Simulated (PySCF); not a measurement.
C₃H₆AlFS.
SMILES with atom numbers: `[CH2:1]=[C:2]([AlH:3][F:4])[S:5][CH3:6]` (hydrogens: H7, H8 on C1; H9 on Al3; H10, H11, H12 on C6)

Theory: TDDFT PBE0/def2-SVPD, vertical, gas phase, core orbitals frozen in the response (PySCF). Isolated species at its GFN2-xTB geometry (one conformer only). Torsions of this conformer, `[CH2:1]=[C:2]([AlH:3][F:4])[S:5][CH3:6]`: C1–C2–Al3–F4 180°, C1–C2–S5–C6 180°.

```json
{"state": "S1", "E (eV)": "4.10", "ν̃ (cm⁻¹)": "33100", "f": "0.035", "symmetry": "A′", "main configurations (H = HOMO, L = LUMO)": "H→L (98%)"}
{"state": "S2", "E (eV)": "5.07", "ν̃ (cm⁻¹)": "40860", "f": "0.0025", "symmetry": "A″", "main configurations (H = HOMO, L = LUMO)": "H→L+1 (94%)"}
{"state": "S3", "E (eV)": "5.19", "ν̃ (cm⁻¹)": "41820", "f": "0.0006", "symmetry": "–", "main configurations (H = HOMO, L = LUMO)": "H→L+3 (92%)"}
{"state": "S4", "E (eV)": "5.35", "ν̃ (cm⁻¹)": "43130", "f": "0.0000", "symmetry": "–", "main configurations (H = HOMO, L = LUMO)": "H-1→L (98%)"}
{"state": "S5", "E (eV)": "5.51", "ν̃ (cm⁻¹)": "44450", "f": "0.148", "symmetry": "A′", "main configurations (H = HOMO, L = LUMO)": "H→L+2 (94%)"}
{"state": "S6", "E (eV)": "6.09", "ν̃ (cm⁻¹)": "49150", "f": "0.0057", "symmetry": "A″", "main configurations (H = HOMO, L = LUMO)": "H→L+4 (90%)"}
{"state": "S7", "E (eV)": "6.51", "ν̃ (cm⁻¹)": "52540", "f": "0.0067", "symmetry": "A″", "main configurations (H = HOMO, L = LUMO)": "H→L+5 (69%), H→L+6 (19%)"}
{"state": "S8", "E (eV)": "6.75", "ν̃ (cm⁻¹)": "54480", "f": "0.015", "symmetry": "A″", "main configurations (H = HOMO, L = LUMO)": "H-1→L+2 (43%), H→L+6 (27%), H→L+5 (18%)"}
```

Triplets (Tamm–Dancoff): T1 3.10 eV, H→L (84%), H→L+2 (9%); T2 4.81 eV, H→L+3 (91%); T3 4.86 eV, H→L+2 (80%), H→L (13%).

The lowest singlet lies at 4.10 eV (302 nm, ultraviolet) and is of moderate strength; its leading configuration is HOMO→LUMO (98%). The most intense listed level is S5 at 5.51 eV (225 nm, f = 0.148), 1.41 eV above S1. Löwdin shares by element: HOMO sulfur 53%, carbon 39%; LUMO carbon 39% or more, aluminium 37%, fluorine 8% (atoms not listed hold the other 15%). Of the 8 states listed, 3 reach f = 0.01 and 1 stays under 0.0005. The oscillator strengths of these states sum to 0.213; summed over the whole spectrum of an exact calculation they would give the number of electrons, 62 (Thomas–Reiche–Kuhn). Orbital energies (eV): HOMO-3 -9.90, HOMO-2 -9.32, HOMO-1 -8.18, HOMO -6.38, LUMO -1.44, LUMO+1 -0.25, LUMO+2 0.08. Symmetry labels in Cs follow from the direction of the transition dipole and are given only for states with f of 0.002 or more. Singlets were solved by full linear response, triplets in the Tamm–Dancoff approximation.

Time: 53 s wall (with the writing of density and orbital grids); peak memory 0.72 GiB. Hardware: one thread, AMD EPYC (x86_64), on a shared host.
